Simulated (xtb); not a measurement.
silole (C₄H₆Si), singlet, at a GFN2-xTB geometry; GFN2-xTB run with xtb.

Input for xtb:
```
$ xtb mol.xyz --gfn 2 --acc 0.1 --json

# file mol.xyz
11

C     -1.20638586     0.78574789    -0.41109095
C      0.02710569     1.29088450    -0.29376265
Si     1.21355663    -0.07286224     0.24738050
C     -0.23813991    -1.27821395     0.25074385
C     -1.35277056    -0.63209551    -0.11058672
H     -2.07420278     1.35899959    -0.70866783
H      0.24603893     2.32689193    -0.49207049
H      1.78955600     0.14895981     1.57457124
H      2.23200545    -0.39041535    -0.75478595
H     -0.23451069    -2.32758409     0.49442049
H     -2.32753594    -1.09471811    -0.18861565
```

The log (banner, timings and long lists left out):

```
   ID    Z sym.   atoms
    1    6 C      1, 2, 4, 5
    2   14 Si     3
    3    1 H      6-11

           -------------------------------------------------
          |                Calculation Setup                |
           -------------------------------------------------

           -------------------------------------------------
          |                 G F N 2 - x T B                 |
           -------------------------------------------------

          ...................................................
          :                      SETUP                      :
          :.................................................:
          :  # basis functions                  32          :
          :  # atomic orbitals                  31          :
          :  # shells                           17          :
          :  # electrons                        26          :
          :  max. iterations                   250          :
          :  Hamiltonian                  GFN2-xTB          :
          :  restarted?                      false          :
          :  GBSA solvation                  false          :
          :  PC potential                    false          :
          :  electronic temp.          300.0000000     K    :
          :  accuracy                    0.1000000          :
          :  -> integral cutoff          0.3500000E+02      :
          :  -> integral neglect         0.1000000E-08      :
          :  -> SCF convergence          0.1000000E-06 Eh   :
          :  -> wf. convergence          0.1000000E-04 e    :
          :  Broyden damping             0.4000000          :
          :  net charge                          0          :
          :  unpaired electrons                  0          :
          ...................................................

 iter      E             dE          RMSdq      gap      omega  full diag
   1    -13.4411395 -0.134411E+02  0.608E+00    3.16       0.0  T
   2    -13.5017350 -0.605955E-01  0.297E+00    2.89       1.0  T
   3    -13.4978813  0.385367E-02  0.239E+00    3.11       1.0  T
   4    -13.5077394 -0.985808E-02  0.104E+00    3.02       1.0  T
   5    -13.5062891  0.145029E-02  0.561E-01    3.00       1.0  T
   6    -13.5084475 -0.215842E-02  0.273E-01    2.99       1.0  T
   7    -13.5085828 -0.135292E-03  0.705E-02    2.98       1.0  T
   8    -13.5085828  0.429092E-07  0.187E-02    2.98       1.6  T
   9    -13.5085837 -0.925777E-06  0.557E-03    2.98       5.4  T
[...]
         :: total energy             -13.275779344977 Eh    ::
[...]
     8   1 H        0.918    -0.081     4.938     3.475
     9   1 H        0.918    -0.081     4.938     3.475
    10   1 H        0.926     0.019     2.749     2.593
    11   1 H        0.925     0.019     2.750     2.593

 Mol. C6AA /au·bohr⁶  :       1833.985496
 Mol. C8AA /au·bohr⁸  :      57359.008780
 Mol. α(0) /au        :         72.351063

Wiberg/Mayer (AO) data.
largest (>0.10) Wiberg bond orders for each atom

 ---------------------------------------------------------------------------
     #   Z sym  total        # sym  WBO       # sym  WBO       # sym  WBO
 ---------------------------------------------------------------------------
     1   6 C    3.990 --     2 C    1.866     5 C    1.117     6 H    0.967
     2   6 C    3.969 --     1 C    1.866     7 H    0.981     3 Si   0.904
                             4 C    0.139
     3  14 Si   3.635 --     4 C    0.904     2 C    0.904     8 H    0.882
                             9 H    0.882
     4   6 C    3.969 --     5 C    1.866    10 H    0.981     3 Si   0.904
                             2 C    0.139
     5   6 C    3.990 --     4 C    1.866     1 C    1.117    11 H    0.967
     6   1 H    1.000 --     1 C    0.967
     7   1 H    1.000 --     2 C    0.981
     8   1 H    0.993 --     3 Si   0.882
     9   1 H    0.993 --     3 Si   0.882
    10   1 H    1.000 --     4 C    0.981
    11   1 H    1.000 --     5 C    0.967
 ---------------------------------------------------------------------------

Topologies differ in total number of bonds
Writing topology from bond orders to xtbtopo.mol

molecular dipole:
                 x           y           z       tot (Debye)
 q only:        0.476      -0.029       0.097
   full:        0.082      -0.005       0.017       0.214
molecular quadrupole (traceless):
                xx          xy          yy          xz          yz          zz
 q only:        1.082      -0.109      -0.634       0.327       0.008      -0.448
  q+dip:        1.858       0.046       0.432       0.838      -0.696      -2.289
   full:        1.185       0.026       0.250       0.530      -0.432      -1.435

           -------------------------------------------------
          | TOTAL ENERGY              -13.275779344977 Eh   |
          | GRADIENT NORM               0.000044467886 Eh/α |
          | HOMO-LUMO GAP               2.980967972583 eV   |
           -------------------------------------------------

normal termination of xtb
```
